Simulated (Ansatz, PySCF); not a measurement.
Process, species as SMILES: CC(N)=O -> [CH2]C(N)=O + H atom (the C-H bond at the site shown breaks; other sites are not compared here)
Geometries: B3LYP-D3(BJ)/def2-TZVP minima from Ansatz (a quantum-chemistry and plane-wave program), one conformer each, not searched for the lowest.

Quantity: bond dissociation energy (0 K, with B3LYP-D3(BJ) harmonic zero-point energies from PySCF), in eV. Cores are frozen in the correlated levels unless marked. UHF or UKS for open shells. Spin-orbit coupling is left out. Non-relativistic. Basis-set limits of correlation are two-point, X^-3; Hartree-Fock from the larger set. The bracket is a focal-point correction in the basis named.

```csv
level,program,bond dissociation energy (eV)
RI-HF/cc-pVQZ,Ansatz,3.10
SVWN5/def2-TZVPD,Ansatz,4.56
PBE-D3(BJ)/def2-TZVPD,Ansatz + dftd3,4.04
r2SCAN-D4/def2-TZVPD,Ansatz + dftd4,3.97
PBE0-D4/def2-TZVP,Ansatz + dftd4,4.05
PBE0/def2-TZVPD,Ansatz,4.04
M06-2X/def2-TZVPD,PySCF,4.17
wB97M-V/def2-TZVPD,Ansatz,4.20
MP2/6-31G,Ansatz,3.86
"RI-MP2/CBS(cc-pVTZ,cc-pVQZ)+[CCSD(T)-MP2]/cc-pVTZ",Ansatz,4.25
```
